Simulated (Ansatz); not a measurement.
Mulliken charges of Br$_{2}$ClIn (`[Cl][In]([Br])[Br]`) from ωB97M-V/def2-TZVPP in Ansatz (PBE0-D4/def2-TZVP geometry).

| atom | x (Å) | y (Å) | z (Å) | charge (e) |
| --- | --- | --- | --- | --- |
| Cl1 | -1.918 | -0.982 | 0.866 | -0.295 |
| In2 | -0.019 | -0.010 | 0.009 | 0.819 |
| Br3 | 2.163 | -0.776 | 0.768 | -0.262 |
| Br4 | -0.226 | 1.767 | -1.642 | -0.262 |

Problem. By hand: the dipole of these point charges (1 e Å = 4.8032 D).

Solution. Σ q r = (0.043, 0.022, -0.019) e Å, of length 0.052 e Å = 0.25 D.

Problem. How does the dipole of the full density compare? (An estimate is asked.)

Solution. Ansatz gave: (0.067, 0.034, -0.030) e Å, 0.39 D; the point charges give 0.64 times that, at 0° from its direction.

Point charges leave out the atoms' own dipoles, such as those of lone pairs, and Mulliken's split depends on the basis, so the two needn't agree.
